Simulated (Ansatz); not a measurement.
Reactions of CH$_{8}$OSiSn (`[CH3][SnH2][SiH2]O`).

Isolated molecules relaxed with PBE0-D4/def2-TZVP in Ansatz; ΔE leaves out vibrations. CCSD(T)/CBS adds triple-zeta CCSD(T) − MP2 to the extrapolated MP2 energy (def2 sets, frozen cores). This one scheme is used for every species. Functionals use def2-TZVPP. B3LYP here is the variant with VWN-RPA as its local correlation; programs differ in this. Elements past krypton have def2 core potentials. For Se, Sn outer-core shells are correlated without core-valence functions, which leaves a few kJ/mol of doubt a bond. Scalar relativity is left out up to krypton. Each species was taken in one conformer, which may not be the lowest.

```
                                                                     reaction  CCSD(T)/CBS(def2) (kcal/mol)
`[CH3][SnH2][SiH2]O` + `N[Si](O)(F)F` → `O[SiH2]N[Si](O)(F)F` + `[CH3][SnH3]`                         -13.7
                     `[CH3][SnH2][SiH2]O` + HCl → `[CH3][SnH2][SiH2]Cl` + H₂O                          -4.5
                   `[CH3][SnH2][SiH2]O` + H₂Se → `[CH3][SnH2][SeH]` + silanol                         -16.4
                      `[CH3][SnH2][SiH2]O` + CH₄ → `C[SiH2][SnH2][CH3]` + H₂O                             ?
```

Q: Fill in the missing values. (An estimate is asked.)

A: Computed: `[CH3][SnH2][SiH2]O` + CH₄ → `C[SiH2][SnH2][CH3]` + H₂O: +19.3 kcal/mol.

Largest T1 diagnostic: 0.012, for `[CH3][SnH2][SiH2]O`.
